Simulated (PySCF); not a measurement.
C3H4O3, SMILES OC(CC=O)=O, CAM-B3LYP/def2-SVP optimised geometry.

```
10

O      2.34     0.93     0.89
C      1.24     0.83     0.42
C      0.63    -0.49     0.00
C     -0.87    -0.49     0.00
O     -1.56     0.50     0.00
O     -1.37    -1.73    -0.02
H      0.59     1.73     0.26
H      1.04    -1.31     0.61
H      0.96    -0.69    -1.04
H     -2.34    -1.64    -0.04
```

Density from CAM-B3LYP/def2-TZVP (PySCF) at that geometry.

Minimum of the electron density along straight lines between bonded atoms, close to the bond critical point (lines longer than 1.1 times the sum of covalent radii, or with two minima, are not listed):

| bond | length / Å | ρ at the minimum / e bohr⁻³ | ∇²ρ there / e bohr⁻⁵ | position (fraction from the first atom) |
|---|---|---|---|---|
| O1–C2 | 1.199 | 0.433 | -0.03 | 0.67 |
| C2–C3 | 1.513 | 0.262 | -0.70 | 0.50 |
| C3–C4 | 1.506 | 0.265 | -0.72 | 0.47 |
| C4–O5 | 1.201 | 0.439 | -0.31 | 0.34 |
| C4–O6 | 1.337 | 0.318 | -0.74 | 0.35 |
| C2–H7 | 1.116 | 0.278 | -0.99 | 0.66 |
| C3–H8 | 1.099 | 0.276 | -0.95 | 0.65 |
| C3–H9 | 1.105 | 0.267 | -0.89 | 0.65 |
| O6–H10 | 0.972 | 0.349 | -2.40 | 0.81 |
